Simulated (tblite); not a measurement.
Question: Give a GFN2-xTB geometry of `O=C(Cl)c1cc([SiH3])co1`.

Answer: 
Z-matrix in Å and degrees, rows numbered from 1:
```
O 
C   1  1.1922
Cl  2  1.7713  1  120.44
C   2  1.4402  1  127.27  3   179.94
C   4  1.3803  2  128.72  1    -0.10
C   5  1.4109  4  106.98  2   179.97
Si  6  1.8781  5  127.35  4  -179.98
C   6  1.3736  5  104.34  4    -0.00
O   8  1.3292  6  112.33  5     0.01
H   5  1.0706  4  125.65  2    -0.02
H   7  1.4623  6  107.48  5  -179.83
H   7  1.4631  6  108.18  5    60.07
H   7  1.4631  6  108.20  5   -59.71
H   8  1.0731  6  130.45  5  -179.99
```

The 5-membered ring C4–C5–C6–C8–O9 has internal angles of 104.3° to 112.3° (sum 540°, against 540° for a flat polygon); it is planar, 0.00 Å rms from its mean plane, widest ring torsion 0°. The C–O distances run from 1.192 Å (O1=C2, drawn double) to 1.353 Å (C4–O9, aromatic), a spread of 0.161 Å. The C–C distances run from 1.374 Å (C6–C8, aromatic) to 1.440 Å (C2–C4, drawn single), a spread of 0.066 Å. Si7 (SiH3 silicon) is tetrahedral (angles from 107.5° to 111.2°).

Computed geometry: GFN2-xTB, gas phase.

Point group: Cs (tolerance 0.08 Å). Its GFN2-xTB frequencies are all real (lowest 44 cm⁻¹). One conformer, not necessarily the lowest (O1–C2–C4–C5 0°).
